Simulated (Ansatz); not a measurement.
1-ethyl-3-methylimidazolium hexafluorophosphate, `CCn1cc[n+](C)c1.F[P-](F)(F)(F)(F)F`, 26 atoms. Hardware: 4 threads of Intel Xeon 6975P-C on a shared host.

Correlated methods freeze 19 core orbitals.

Problem. How many basis functions does each of these Ansatz runs have, and roughly what does it cost? PBE0-D4/def2-TZVP, charge 0 singlet, energy and forces, from earlier orbitals; PBE0-D4/def2-SVP, charge 0 singlet, energy, from earlier orbitals; HF/STO-3G, charge 0 singlet, energy; PBE-D4/def2-SVP, charge 0 triplet at the geometry of the charge 0 singlet, energy, from earlier orbitals; r2SCAN-D4/def2-TZVP, charge 0 singlet, energy, from earlier orbitals; RPA@PBE/def2-SVP, charge 0 singlet, energy, from earlier orbitals; r2SCAN-D4/def2-SVP, charge -1 doublet, relaxation, 17 steps; MP2/def2-SVP, charge 0 singlet, energy, from earlier orbitals; PBE0-D4/def2-SVP, charge -1 doublet, energy, from earlier orbitals; PBE0-D4/def2-SVP, charge 1 doublet at the geometry of the charge 0 singlet, energy; PBE-D4/def2-SVP, charge -1 doublet, energy, from earlier orbitals; PBE0-D4/def2-SVP, charge -1 doublet at the geometry of the charge 0 singlet, energy.

Solution. Other jobs shared the machine, so times can vary by a factor of up to 3. A dash marks memory too small to be measured apart from the calling script's.

```json
{"run": "HF/STO-3G, charge 0 singlet, energy", "functions": "90", "fitting or Cholesky vectors": "1288", "wall time": "0.75 s", "peak host memory (GiB)": "–"}
{"run": "PBE-D4/def2-SVP, charge -1 doublet, energy, from earlier orbitals", "functions": "269", "fitting or Cholesky vectors": "3025", "wall time": "5 s", "peak host memory (GiB)": "0.66"}
{"run": "PBE0-D4/def2-SVP, charge 0 singlet, energy, from earlier orbitals", "functions": "269", "fitting or Cholesky vectors": "3030", "wall time": "6.5 s", "peak host memory (GiB)": "1.9"}
{"run": "MP2/def2-SVP, charge 0 singlet, energy, from earlier orbitals", "functions": "269", "fitting or Cholesky vectors": "2670", "wall time": "7 s", "peak host memory (GiB)": "1.1"}
{"run": "PBE0-D4/def2-SVP, charge -1 doublet, energy, from earlier orbitals", "functions": "269", "fitting or Cholesky vectors": "2677", "wall time": "9 s", "peak host memory (GiB)": "1.6"}
{"run": "RPA@PBE/def2-SVP, charge 0 singlet, energy, from earlier orbitals", "functions": "269", "fitting or Cholesky vectors": "2670", "wall time": "9.5 s", "peak host memory (GiB)": "1"}
{"run": "r2SCAN-D4/def2-TZVP, charge 0 singlet, energy, from earlier orbitals", "functions": "537", "fitting or Cholesky vectors": "3080", "wall time": "12 s", "peak host memory (GiB)": "1.8"}
{"run": "PBE0-D4/def2-SVP, charge -1 doublet at the geometry of the charge 0 singlet, energy", "functions": "269", "fitting or Cholesky vectors": "2670", "wall time": "16 s", "peak host memory (GiB)": "1.7"}
{"run": "PBE-D4/def2-SVP, charge 0 triplet at the geometry of the charge 0 singlet, energy, from earlier orbitals", "functions": "269", "fitting or Cholesky vectors": "3025", "wall time": "17 s", "peak host memory (GiB)": "1.5"}
{"run": "PBE0-D4/def2-SVP, charge 1 doublet at the geometry of the charge 0 singlet, energy", "functions": "269", "fitting or Cholesky vectors": "2669", "wall time": "20 s", "peak host memory (GiB)": "1.8"}
{"run": "PBE0-D4/def2-TZVP, charge 0 singlet, energy and forces, from earlier orbitals", "functions": "537", "fitting or Cholesky vectors": "3092", "wall time": "31 s", "peak host memory (GiB)": "3.7"}
{"run": "r2SCAN-D4/def2-SVP, charge -1 doublet, relaxation, 17 steps", "functions": "269", "fitting or Cholesky vectors": "3025", "wall time": "1.9 min", "peak host memory (GiB)": "0.66"}
```
